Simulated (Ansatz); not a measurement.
Program: Ansatz. Geometries: PBE0-D4/def2-TZVP. ΔE: electronic, gas phase. CBS: MP2 limit from def2 TZ/QZ plus the TZ coupled-cluster correction, frozen cores. This one scheme is used for every species. Functionals use def2-TZVPP. B3LYP here is the variant with VWN-RPA as its local correlation; programs differ in this. Each species was taken in one conformer, which may not be the lowest.

Consider the ligand exchange at the Si–C bond: `O[SiH2]C(O)O` + `O[SiH2][SiH3]` → `O[SiH2]O[SiH2][SiH3]` + `OCO`.

```json
{"level": "PBE0-D4", "ΔE (kcal/mol)": "-34.7"}
{"level": "B3LYP-D4", "ΔE (kcal/mol)": "-36.6"}
{"level": "PBE", "ΔE (kcal/mol)": "-32.0"}
{"level": "HF/def2-TZVPP", "ΔE (kcal/mol)": "-42.4"}
{"level": "CCSD(T)/def2-TZVPP", "ΔE (kcal/mol)": "-36.7"}
{"level": "HF/CBS(def2)", "ΔE (kcal/mol)": "-43.0"}
{"level": "MP2/CBS(def2)", "ΔE (kcal/mol)": "-37.2"}
{"level": "CCSD/CBS(def2)", "ΔE (kcal/mol)": "-37.5"}
```

Q: What does CCSD(T)/CBS give? (An estimate is asked.)

A: Computed: -36.6 kcal/mol. The listed levels differ from it by 1.9, 0.0, 4.6, -5.8, -0.1, -6.4, -0.6, -0.9 kcal/mol.

Largest T1 diagnostic among the species: 0.012.

From PBE to PBE0 (25 % exact exchange), in def2-TZVPP and without D4, ΔE moves by −2.3 kcal/mol. In def2-TZVPP, CCSD(T) changes the Hartree–Fock value by +5.6 kcal/mol (the triples alone add +0.8 kcal/mol) and MP2 by +5.0 kcal/mol.
